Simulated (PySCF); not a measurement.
Match the calculated data to a structure.

All candidates are C6H10O.

* 13C NMR: chemical shifts (computed TMS as zero) by class: 172.4 (1 C), 146.4 (1 C), 120.2 (1 C), 83.9 (1 C), 56.1 (1 C), 48.0 (1 C) ppm [GIAO PBE0/pcSseg-1]
* NMR, other nuclei: isotropic shieldings of nuclei other than C and H, by class: 213 (1 O) ppm [GIAO PBE0/pcSseg-1]
* UV, strongest line: among the 6 lowest singlet transitions: S4 at 6.93 eV (179 nm, f = 0.098) [TDDFT PBE0/def2-SVPD]
* UV, first state: lowest singlet excitation: 5.92 eV (210 nm, f = 0.057) [TDDFT PBE0/def2-SVPD]
* Polarisability: 78.6 au [PBE0/def2-SVPD]
* Dipole: 0.92 D [PBE0/def2-SVPD]
* Triplet: lowest triplet excitation (Tamm–Dancoff): 4.37 eV [TDA PBE0/def2-SVPD]
* Rotational structure: rotational constants A, B, C: 5.394, 1.495, 1.330 GHz [GFN2-xTB]

Gas-phase values; electronic properties from PySCF, density fitting. Levels stand in brackets. Isolated species at its GFN2-xTB geometry (one conformer only). Each NMR value is the plain mean over a class of atoms that symmetry, rotation or inversion makes alike.

Question: Which candidate is it?
A. `C=CCC(=C)OC`
B. `O[C@H]1CC=CCC1`
C. `CO/C=C/C1CC1`
D. `CC1=CCCCO1`
E. `O[C@@]12CCC[C@@H]1C2`

Answer: A. It is `C=CCC(=C)OC`. Numbering: `[CH2:1]=[CH:2][CH2:3][C:4](=[CH2:5])[O:6][CH3:7]`. Its formula, C6H10O, gives 2 degrees of unsaturation: 0 rings and 2 π bonds in the structure found. 6 carbons fall into 6 classes; from least to most shielded: vinylic carbon bearing oxygen [C4] (172.4 ppm), alkene CH carbon [C2] (146.4 ppm), terminal =CH2 carbon [C1] (120.2 ppm), terminal =CH2 carbon [C5] (83.9 ppm), methoxy carbon [C7] (56.1 ppm), allylic carbon [C3] (48.0 ppm). The other shieldings belong to: 213 ppm, ether oxygen [O6]. The optimised geometry has point group C1 and is an asymmetric top.

The others, at the same levels:
- `CC1=CCCCO1` fails: its computed 13C shifts are 159.8 (1 C), 100.2 (1 C), 68.5 (1 C), 25.5 (1 C), 25.1 (1 C), 23.6 (1 C) ppm, rotational constant A is 4.819 GHz (against 5.394 GHz) and smallest rotational constant is 1.728 GHz (against 1.330 GHz).
- `CO/C=C/C1CC1` fails: it has 5 carbon classes against 6; its computed 13C shifts are 163.2 (1 C), 107.4 (1 C), 55.6 (1 C), 9.5 (2 C), 9.1 (1 C) ppm, lowest singlet excitation is 6.18 eV (201 nm, f = 0.067) (against 5.92 eV) and strongest line among the 6 lowest singlet transitions is S2 at 6.37 eV (195 nm, f = 0.152) (against S4 at 6.93 eV).
- `O[C@@]12CCC[C@@H]1C2` fails: its computed 13C shifts are 68.6 (1 C), 38.1 (1 C), 30.1 (1 C), 28.1 (1 C), 23.7 (1 C), 17.4 (1 C) ppm, rotational constant A is 4.481 GHz (against 5.394 GHz) and smallest rotational constant is 2.130 GHz (against 1.330 GHz).
- `O[C@H]1CC=CCC1` fails: its computed 13C shifts are 135.0 (1 C), 133.3 (1 C), 72.2 (1 C), 41.5 (1 C), 37.4 (1 C), 30.7 (1 C) ppm, lowest singlet excitation is 6.60 eV (188 nm, f = 0.042) (against 5.92 eV) and static isotropic polarisability is 72.7 au (against 78.6 au).

Each candidate is one conformer, not necessarily the lowest. The conformers computed, where there is a choice (atom-mapped SMILES and torsion angles):
- `[CH2:1]=[CH:2][CH2:3][C:4](=[CH2:5])[O:6][CH3:7]`: C1–C2–C3–C4 120°, C2–C3–C4–C5 -102°, C3–C4–O6–C7 -177°
- `[CH3:1][O:2]/[CH:3]=[CH:4]/[CH:5]1[CH2:6][CH2:7]1`: C1–O2–C3–C4 0°, C3–C4–C5–C6 71°

The conformers of `CC1=CCCCO1`, `O[C@@]12CCC[C@@H]1C2` and `O[C@H]1CC=CCC1` aren't listed.
